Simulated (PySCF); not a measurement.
Compound: SiCl3(nBu), C4H9Cl3Si.
Cartesian coordinates in Å at the PBE0-D3(BJ)/def2-SVP level; atoms count from 1:
```xyz
17
C4H9Cl3Si angstrom
Si     1.254    1.805    1.400
Cl     1.204    1.980    3.445
Cl     3.216    1.817    0.792
Cl     0.330    3.449    0.583
C      0.410    0.250    0.851
C      0.373    0.072   -0.667
C     -0.289   -1.225   -1.126
C     -1.758   -1.348   -0.754
H      0.938   -0.591    1.337
H     -0.604    0.274    1.285
H     -0.153    0.931   -1.118
H      1.403    0.108   -1.058
H     -0.183   -1.294   -2.221
H      0.274   -2.082   -0.715
H     -2.195   -2.273   -1.160
H     -1.908   -1.372    0.337
H     -2.342   -0.502   -1.151
```

Method used: PySCF, delta-SCF UKS SCAN, pcX-2 on the ionised atom, pcseg-1 elsewhere, spin-free X2C. The ground state was rerun for each ionised atom, in the same mixed basis as its hole state.

| ionised atom | basis functions | E(ground) (Eh) | E(ionised) (Eh) |
| --- | --- | --- | --- |
| C5 | 204 | -1832.52626 | -1821.83880 |
| C6 | 204 | -1832.52562 | -1821.83247 |
| C7 | 204 | -1832.52579 | -1821.83787 |
| C8 | 204 | -1832.52488 | -1821.83810 |
| Si1 | 215 | -1832.58935 | -1764.63276 |
| Cl2 | 215 | -1832.69548 | -1728.73541 |

Q: Turn these total energies into binding energies.

A: E(ionised) − E(ground), at 27.2114 eV a hartree:

```csv
atom,environment,difference (Eh),binding energy (eV)
C5,"carbon bonded to C, Si and 2 H",10.68746,290.82
C6,carbon bonded to 2 C and 2 H,10.69315,290.98
C7,carbon bonded to 2 C and 2 H,10.68792,290.83
C8,carbon bonded to C and 3 H,10.68678,290.80
Si1,silicon bonded to C and 3 Cl,67.95659,1849.19
Cl2,chlorine bonded to Si,103.96007,2828.90
```

Q: How much do the ground-state energies differ, and what would follow from using one of them for all holes?

A: They run from -1832.6955 Eh (core basis on Cl2) to -1832.5249 Eh (on C8), 0.1706 Eh or 4.64 eV apart, though the state is the same; only basis and grid differ. Pairing the ion of C8 with the ground state of Cl2 would put its binding energy 4.64 eV too high.

Only 1s holes are shown. Topologically equivalent atoms share the value of their first member; where this conformer doesn't relate them by symmetry, their own values could differ. The structure is a single PBE0-D3(BJ)/def2-SVP conformer in the gas phase; no vibrational or solvent corrections.
